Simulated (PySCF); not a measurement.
SMILES Cc1ccc(-c2cc3sccc3s2)s1 (C₁₁H₈S₃), GFN2-xTB optimised geometry.

```
22

C      2.06    -4.75     0.00
C      1.13    -3.59     0.00
C     -0.23    -3.59     0.00
C     -0.79    -2.30     0.00
C      0.14    -1.30     0.00
C     -0.06     0.11     0.00
C      0.88     1.10    -0.01
C      0.30     2.38     0.00
S      0.90     4.00    -0.01
C     -0.72     4.62     0.00
C     -1.67     3.65     0.01
C     -1.09     2.37     0.01
S     -1.70     0.75     0.01
S      1.75    -1.97     0.00
H      2.67    -4.75    -0.90
H      1.49    -5.68     0.04
H      2.73    -4.71     0.86
H     -0.82    -4.49     0.00
H     -1.85    -2.10     0.00
H      1.94     0.91    -0.01
H     -0.86     5.68     0.00
H     -2.73     3.84     0.01
```

Density from PBE0/def2-SVP (PySCF 2.14.0) at that geometry.

Minimum of the electron density along straight lines between bonded atoms, close to the bond critical point (lines longer than 1.1 times the sum of covalent radii, or with two minima, are not listed):

```tsv
bond	length / Å	ρ at the minimum / e bohr⁻³	∇²ρ there / e bohr⁻⁵	position (fraction from the first atom)
C1–C2	1.486	___	___	0.48
C2–C3	1.362	0.322	-0.81	0.51
C3–C4	1.407	0.298	-0.74	0.50
C4–C5	1.370	0.317	-0.79	0.48
C5–C6	1.426	0.287	-0.71	0.50
C6–C7	1.371	0.315	-0.78	0.51
C7–C8	1.403	0.297	-0.73	0.49
C8–S9	1.729	0.211	-0.46	0.48
S9–C10	1.733	0.211	-0.44	0.54
C10–C11	1.358	0.322	-0.81	0.51
C8–C12	1.391	0.309	-0.75	0.50
C11–C12	1.408	0.294	-0.71	0.49
C6–S13	1.757	0.202	-0.40	0.47
C12–S13	1.728	0.211	-0.46	0.48
C2–S14	1.736	0.210	-0.43	0.46
C5–S14	1.744	0.206	-0.42	0.47
C1–H15	1.090	0.275	-1.01	0.63
C1–H16	1.087	0.277	-1.02	0.63
C1–H17	1.090	0.275	-1.01	0.63
C3–H18	1.076	0.283	-1.08	0.63
C4–H19	1.076	0.284	-1.09	0.63
C7–H20	1.075	0.284	-1.10	0.64
C10–H21	1.072	0.286	-1.12	0.64
C11–H22	1.074	0.285	-1.10	0.64
```

Fill in the missing entries.


- C1–C2, ρ at the minimum / e bohr⁻³: 0.258
- C1–C2, ∇²ρ there / e bohr⁻⁵: -0.61
